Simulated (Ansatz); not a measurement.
`[CH3][Ga]([Br])[Br]` and `[CH3][Al]([Br])[Br]` differ in one element.

Ansatz, PBE0-D4/def2-TZVP geometries, multiplicity 1. 

Scalar relativity is left out up to krypton.

```csv
property,`[CH3][Ga]([Br])[Br]`
LUMO energy (PBE0/def2-TZVPP) / eV,-1.38
HOMO energy (ωB97M-V/def2-TZVPP) / eV,-10.49
LUMO energy (PBE/def2-TZVPP) / eV,-2.15
HOMO energy (PBE/def2-TZVPP) / eV,-7.01
HOMO energy (PBE0/def2-TZVPP) / eV,-8.29
LUMO energy (B3LYP/def2-TZVPP) / eV,-1.63
```

**Question.** What does the change do to each property? (Estimate.)

**Answer.** Ansatz gave: 
```
                             property  `[CH3][Al]([Br])[Br]`  shift
   LUMO energy (PBE0/def2-TZVPP) / eV                  -1.14   0.24
HOMO energy (ωB97M-V/def2-TZVPP) / eV                 -10.62  -0.13
    LUMO energy (PBE/def2-TZVPP) / eV                  -1.89   0.26
    HOMO energy (PBE/def2-TZVPP) / eV                  -7.15  -0.14
   HOMO energy (PBE0/def2-TZVPP) / eV                  -8.43  -0.14
  LUMO energy (B3LYP/def2-TZVPP) / eV                  -1.32   0.31
```

With PBE0 the HOMO falls by 0.14 eV and the LUMO rises by 0.24 eV, so the gap widens by about 0.38 eV. PBE moves the HOMO by -0.14 eV and ωB97M-V by -0.13 eV.

B3LYP here is the variant with VWN-RPA as its local correlation; programs differ in this.

Spin–orbit coupling is left out; it splits and shifts lone-pair levels of the heavy atoms by tenths of an eV.
